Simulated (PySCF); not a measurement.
AlH3, SMILES [AlH3].

Geometry optimised at ωB97X-D3(BJ)/def2-TZVPD. The isomer is the one that the SMILES or the coordinates give; other isomers of the formula were not compared.

Two levels are set side by side: TDA-PBE/def2-TZVPD (PySCF) and TDA-LC-ωPBE/def2-TZVPD (PySCF). Vertical, same geometry. The lowest singlet is HOMO→LUMO 100 % with PBE and HOMO−1→LUMO 98 % with the other functional; states are paired by order. Differences are taken from unrounded values.

```csv
quantity,TDA-PBE
lowest singlet excitation (eV),4.89
lowest triplet excitation (TDA) (eV),4.42
first bright state (f over 0.05) (eV),7.40
its oscillator strength,0.13
```

### Question
These are the TDA-PBE values. What does TDA-LC-ωPBE give? (The exact figures need the calculation; the answer reports its results.)

### Answer

```json
[
 {"quantity": "lowest singlet excitation (eV)", "TDA-LC-ωPBE": "5.64", "TDA-PBE minus TDA-LC-ωPBE": "-0.75"},
 {"quantity": "lowest triplet excitation (TDA) (eV)", "TDA-LC-ωPBE": "5.00", "TDA-PBE minus TDA-LC-ωPBE": "-0.59"},
 {"quantity": "first bright state (f over 0.05) (eV)", "TDA-LC-ωPBE": "8.66", "TDA-PBE minus TDA-LC-ωPBE": "-1.27"},
 {"quantity": "its oscillator strength", "TDA-LC-ωPBE": "0.23", "TDA-PBE minus TDA-LC-ωPBE": "-0.10"}
]
```

A lower first singlet is the usual sign of a functional without exact exchange. Differences between two approximate levels are no errors against the true value.

Rough cost on one machine, each run with all the roots and properties that it gave: TDA-LC-ωPBE against TDA-PBE within a factor of 2.
